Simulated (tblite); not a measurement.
Problem. Give a GFN2-xTB geometry of `FC1=Cc2ccccc2[P@@H]1=S`.

Solution. 
```xyz
17
C8H6FPS angstrom
F     -3.598    0.901   -0.751
C     -2.340    0.565   -0.465
C     -1.265    1.317   -0.728
C     -0.013    0.708   -0.311
C      1.255    1.249   -0.451
C      2.354    0.527   -0.007
C      2.200   -0.725    0.566
C      0.935   -1.280    0.711
C     -0.160   -0.559    0.282
P     -1.908   -1.052    0.285
S     -2.447   -2.686   -0.583
H     -1.299    2.285   -1.201
H      1.384    2.223   -0.899
H      3.343    0.946   -0.115
H      3.067   -1.276    0.897
H      0.805   -2.260    1.146
H     -2.321   -0.872    1.614
```

Orientation and origin are arbitrary. Atoms count from 1 in this order. The 6-membered ring C4–C5–C6–C7–C8–C9 has internal angles of 118.8° to 121.3° (sum 720°, against 720° for a flat polygon); it is planar, 0.00 Å rms from its mean plane, widest ring torsion 1°. The 5-membered ring C2–C3–C4–C9–P10 has internal angles of 89.2° to 114.1° (sum 540°, against 540° for a flat polygon); it is almost planar, 0.01 Å rms from its mean plane, widest ring torsion 3°. The 8 C–C bonds span 1.338 Å (C2=C3, drawn double) to 1.453 Å (C3–C4, drawn single), a spread of 0.115 Å. P10 (phosphorus bonded to 2 C, S and H) has angles from 89.2° to 119.9°.

Bonds between heavy atoms (Å): F1–C2 1.333, C2=C3 1.338, C3–C4 1.453, C4–C5 1.386, C5–C6 1.387, C6–C7 1.386, C7–C8 1.389, C8–C9 1.380, C9–P10 1.816, P10=S11 1.927, C2–P10 1.834, C4–C9 1.407.

The geometry is computed with GFN2-xTB (gas phase).

Point group: C1 (no symmetry element, even within 0.4 Å). Its GFN2-xTB frequencies are all real (lowest 66 cm⁻¹).

Hardware: one thread of an Arm Neoverse N1, no GPU, shared host with 64 logical CPUs at a one-minute load of 34. Cost: 0.81 s wall. These figures are those of the optimisation.
